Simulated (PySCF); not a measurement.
What settings do to a single point of [ErCl4]−

The sound run of [ErCl4]− (singlet in the valence; each metal's 4f electrons, 11 of them, lie in its core potential, out of spins and levels) uses PySCF 2.14.0, RKS r2SCAN, Er lcecp-1-SVP with ECP57, Cl def2-SVP; non-relativistic Hamiltonian with scalar-relativistic core potentials where named; density fitting; no spin-orbit coupling, grid (50, 194), threshold 1e-8 Eh and 55 cycles, at the relaxed geometry:

```xyz
5

Er    0.0000    0.0000    0.0000
Cl    1.4513    1.4513    1.4513
Cl   -1.4513   -1.4513    1.4513
Cl    1.4513   -1.4513   -1.4513
Cl   -1.4513    1.4513   -1.4513
```

There Er1 has a Mulliken charge of 0.73 e and the dipole about the centre of mass is 0.00 D. Each run below changes one thing and starts from free metal ions and neutral atoms unless it says otherwise; with 55 cycles, smearing, a level shift and second-order steps follow where DIIS fails, and their cycles count. Energy shifts count from the sound run. On f atoms grids over 110 angular points are at least (60, 302).

```csv
change,outcome,cycles,energy shift (eV),largest force component (eV/Å),charge on Er1 (e),dipole about the centre of mass (D)
cycle limit 3,not converged,3,–,–,–,–
all coordinates × 1.05,converged,8,0.32,0.66,0.81,0.00
```

Q: One further run converged with energy shift (eV) -0.33, largest force component (eV/Å) 0.14, charge on Er1 (e) 0.73, dipole about the centre of mass (D) 0.00. Which change was it?
A. spin (2S) set to 8, limit 95 cycles
B. threshold 1e-05
C. grid (40, 110)

A: C.

Q: And the other changes listed?

A: 
```
                             change    outcome  cycles  energy shift (eV)  largest force component (eV/Å)  charge on Er1 (e)  dipole about the centre of mass (D)
spin (2S) set to 8, limit 95 cycles  converged      67              27.99                            2.01              -1.87                                 0.84
                    threshold 1e-05  converged       7             0.0000                            0.00               0.73                                 0.00
```

Unsound on purpose, so not properties of the compound: spin (2S) set to 8, limit 95 cycles.

Forces carry noise of the integration grid, about 0.01 to 0.03 eV/Å.

No frequency check is given that shows the relaxed geometry to be a minimum. An lcecp potential fixes the number of 4f electrons, so in runs with it no electron can move into or out of that shell.
